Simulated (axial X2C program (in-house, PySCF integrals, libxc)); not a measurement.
**CuB⁺: properties at the nuclei**

Calculated with an axial X2C code built on PySCF integrals: two-component X2C with atomic mean-field Coulomb and Gaunt terms, Gaussian nuclei, basis Cu dyall-cv3z, B dyall-v3z with contracted cores.

R = 1.901 Å (near the PBE0 minimum at charge 1 of the determinant lowest at the starting distance; the state shown can have its own minimum elsewhere).

Input and command:
```json
{"zs": [29, 5], "q": 1, "bas": ["dyall-cv3z", "dyall-v3z"], "r0": 1.97, "levels": ["PBE0", "HF", "B3LYP", "BP86", "LDA"], "nst": 3}
```
```bash
python soeom.py task.json out
```

Keys: zs atomic numbers; q charge; bas basis sets; r0 starting distance in Å; levels methods; nst determinants followed.

Determinant lowest in the PBE0 search, Ω = 1/2 (⟨Sz⟩ = 0.50, ⟨Lz⟩ = 0.00 at PBE0), spin on the atoms Cu 0.13, B 0.37:

```json
{"level": "PBE0", "Eeff magnitude (GV/cm)": "0.611", "Ws magnitude Cu (kHz)": "0.517", "A∥/gI Cu (MHz)": "2210", "qzz Cu (a.u.)": "0.18", "A∥/gI B (MHz)": "250", "qzz B (a.u.)": "-0.53"}
{"level": "HF", "Eeff magnitude (GV/cm)": "0.782", "Ws magnitude Cu (kHz)": "0.664", "A∥/gI Cu (MHz)": "1410", "qzz Cu (a.u.)": "-0.82", "A∥/gI B (MHz)": "222", "qzz B (a.u.)": "-0.64"}
{"level": "B3LYP", "Eeff magnitude (GV/cm)": "0.558", "Ws magnitude Cu (kHz)": "0.47", "A∥/gI Cu (MHz)": "2340", "qzz Cu (a.u.)": "0.32", "A∥/gI B (MHz)": "274", "qzz B (a.u.)": "-0.54"}
{"level": "BP86", "Eeff magnitude (GV/cm)": "0.391", "Ws magnitude Cu (kHz)": "0.329", "A∥/gI Cu (MHz)": "2650", "qzz Cu (a.u.)": "0.62", "A∥/gI B (MHz)": "283", "qzz B (a.u.)": "-0.47"}
{"level": "LDA", "Eeff magnitude (GV/cm)": "0.354", "Ws magnitude Cu (kHz)": "0.296", "A∥/gI Cu (MHz)": "2640", "qzz Cu (a.u.)": "0.64", "A∥/gI B (MHz)": "299", "qzz B (a.u.)": "-0.46"}
```

Determinant 1.54 eV from it at PBE0 and this distance, Ω = 3/2 (⟨Sz⟩ = 0.50, ⟨Lz⟩ = 1.00 at PBE0), spin on the atoms Cu -0.04, B 0.54:

```
level  Eeff magnitude (GV/cm)  Ws magnitude Cu (kHz)  A∥/gI Cu (MHz)  qzz Cu (a.u.)  A∥/gI B (MHz)  qzz B (a.u.)
 PBE0                   0.335                 0.0995            -195           0.38           94.3          0.25
   HF                   0.624                   0.18            -280          -0.18            131          0.28
B3LYP                   0.239                 0.0745            -152           0.44           90.6          0.27
 BP86                   0.263                 0.0805            -186           0.66           92.3          0.23
  LDA                   0.219                 0.0673            -160           0.66           86.8          0.23
```

Eeff is the effective electric field on the electron electric dipole moment in this Ω state and Ws the scalar–pseudoscalar constant of the nucleus named (defined with the proton number Z and per Ω); A∥ (defined per Ω) follows by multiplying with gI = μI/(I μN); qzz is the electric field gradient, eQq0 = 234.96 MHz × Q/barn × qzz. The operators were transformed with the bare-nucleus X2C matrices; with these basis sets, hyperfine constants and field gradients can be off by tens of per cent, and where levels differ in sign neither size nor sign is settled.

**Question.** With gI(63Cu) = 1.4824, gI(11B) = 1.7924, Q(11B) = 0.04059 barn (g factors from the IAEA table of nuclear moments by Stone; Q from Pyykkö, Mol. Phys. 2018), turn the PBE0 values of the first state into constants in MHz.

**Answer.** A∥(63Cu) = 2210 × 1.4824 = 3280 MHz; A∥(11B) = 250 × 1.7924 = 448 MHz; eQq0(11B) = 234.96 × (0.04059) × (-0.53) = -5.05 MHz.

Each state is one determinant with collinear spin. Unrestricted Hartree–Fock can overshoot spin polarisation at the nuclei. Where Eeff spreads by more than a factor of two the levels disagree and none is to be relied on. The search compared states at one distance, so a state with another bond length can lie lower. Where a field gradient or hyperfine factor spreads by more than a factor of two over the levels, a constant derived from it is not to be relied on. PBE0 term energies can be off by some tenths of an eV.
